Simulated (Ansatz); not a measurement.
Geometry optimisation, RKS BLYP-D4/def2-SVP in Ansatz 0.2.0.

Input file:

```yaml
crystal:
  periodic: [false, false, false]
  atoms:
    - { symbol: B, position_ang: [0.0, 0.0, 0.0] }
    - { symbol: H, position_ang: [0.0, 0.0, 1.54] }
    - { symbol: F, position_ang: [1.1431, 0.0, -0.66] }
    - { symbol: F, position_ang: [-1.1431, 0.0, -0.66] }
    - { symbol: Cl, position_ang: [0.0903, -2.0478, 0.6811] }
    - { symbol: H, position_ang: [0.0386, -0.8759, 1.6586] }
basis:
  gaussian: { orbitals: def2-SVP }
hamiltonian:
  xc: blyp
  dispersion: d4
relax:
  f_tol: 0.15
  max_steps: 25
  restrain:
    - { distance: [0, 4], at: 1.86, k: 30.0 }
    - { distance: [5, 1], at: 0.66, k: 30.0 }
    - { distance: [0, 1], at: 2.39, k: 30.0 }
    - { distance: [5, 4], at: 2.57, k: 30.0 }
```

Launched with:

```bash
$ ansatz run input.yaml --threads 1 --pin off --max-ram 2048MiB --backend cpu --events-out ev --progress --plain --runs-dir out
```

Problem. Where does it end, and by what steps?

Solution. The run converged. The restraints hold the end off the free minimum. After 7 steps the energy has fallen by 2.650 eV (the restraints' own energy left out); B1 moved furthest, 0.65 Å. Parted: Cl5–H6 (1.53 → 2.58 Å).

| step | energy less start (eV) | largest force component (eV/Å) | accepted |
| --- | --- | --- | --- |
| 0 | 0.0000 | 3.850 | yes |
| 1 | -0.4831 | 5.059 | yes |
| 2 | -1.5198 | 4.811 | yes |
| 3 | -2.4013 | 3.003 | yes |
| 4 | -2.4064 | 2.091 | yes |
| 5 | -2.6556 | 1.419 | yes |
| 6 | -2.6293 | 1.369 | yes |
| 7 | -2.6504 | 1.836 | yes |

```xyz
6
Properties=species:S:1:pos:R:3
B 0.025 -0.558 -0.322
H -0.011 0.269 1.923
F 1.154 0.098 -0.525
F -1.135 0.047 -0.503
Cl 0.070 -2.331 0.114
H 0.026 -0.449 1.873
```

Run time: 15 s on 1 thread of Arm Neoverse V1 (shared host), peak memory 0.13 GiB.
